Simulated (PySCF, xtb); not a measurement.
FH6NSi2: which of two isomers lies lower

Structure X is `N[SiH](F)[SiH3]`, a singlet and structure Y is `F[SiH2]N[SiH3]`, a singlet. Both are isolated molecules in the gas phase, relaxed with PBE0-D3(BJ)/def2-SVP; the shapes shown needn't be the lowest conformers.

X (Å):

```xyz
10

F     0.1916    2.4015   -1.7759
N    -0.5920   -0.2777   -1.4788
Si    0.5258    0.9563   -1.0801
Si    2.6367    0.3149   -1.8562
H    -0.5983   -0.7065   -2.3970
H    -1.5051   -0.3259   -1.0403
H     0.4366    1.1836    0.3892
H     3.1579   -0.8254   -1.0404
H     2.5228   -0.1357   -3.2799
H     3.6132    1.4440   -1.7892
```

Y (Å):

```xyz
10

F     1.6834    0.7687   -4.0944
N     0.8640    1.1406   -1.4642
Si    0.3999    0.9407   -3.1081
Si    1.1812   -0.0968   -0.2706
H    -0.4021   -0.3025   -3.2314
H    -0.3135    2.1619   -3.5662
H     1.1071    2.0906   -1.1925
H     0.6901   -1.3826   -0.8447
H     0.4588    0.2006    1.0037
H     2.6362   -0.2230    0.0510
```

**Question.** Estimate E(Y) − E(X) at the level CCSD(T)/def2-SVP + ΔMP2/def2-TZVPP.

**Answer.** Calculated at CCSD(T)/def2-SVP + ΔMP2/def2-TZVPP: E(Y) − E(X) = −64.3 kJ/mol, so structure Y lies lower.

Level by level:

```csv
level,geometry,E(Y) − E(X) (kJ/mol),departure from the last row (kJ/mol),"job, with rough time for the two"
PBE0-D3(BJ)/def2-SVP,PBE0-D3(BJ)/def2-SVP,−43.9,+20.3,"optimisation, 5.2 min"
HF/def2-SVP,PBE0-D3(BJ)/def2-SVP,−74.5,−10.2,part of the CCSD(T) run
MP2/def2-SVP,PBE0-D3(BJ)/def2-SVP,−70.2,−5.9,part of the CCSD(T) run
CCSD(T)/def2-SVP,PBE0-D3(BJ)/def2-SVP,−63.7,+0.5,single point
CCSD(T)/def2-SVP + ΔMP2/def2-TZVPP,PBE0-D3(BJ)/def2-SVP,−64.3,,"single point, 1.7 min"
```

As drawn, Y has 1 N–Si, 1 Si–H in place of 1 Si–Si, 1 N–H.

None of the levels shown reverses the order. The largest departure from CCSD(T)/def2-SVP + ΔMP2/def2-TZVPP is that of PBE0-D3(BJ)/def2-SVP, 20.3 kJ/mol. Levels run at GFN2-xTB geometries aren't shown. The last row adds to CCSD(T) the change of the MP2 difference between the two basis sets, here −0.5 kJ/mol.

With thermal terms from frequencies at re-optimised GFN2-xTB minima (ideal gas, soft modes damped towards free rotors, one conformer each, 200 K, 1 atm): the zero-point term adds −3.8 kJ/mol; ΔH is −69.2 and ΔG −66.5 kJ/mol.

The correlated steps freeze 12 core orbitals. Codes used: PySCF 2.14.0, xtb 6.7.1; the last row on 2 threads of AMD EPYC 7R43 64-Core Processor (Zen 3) on a shared host.
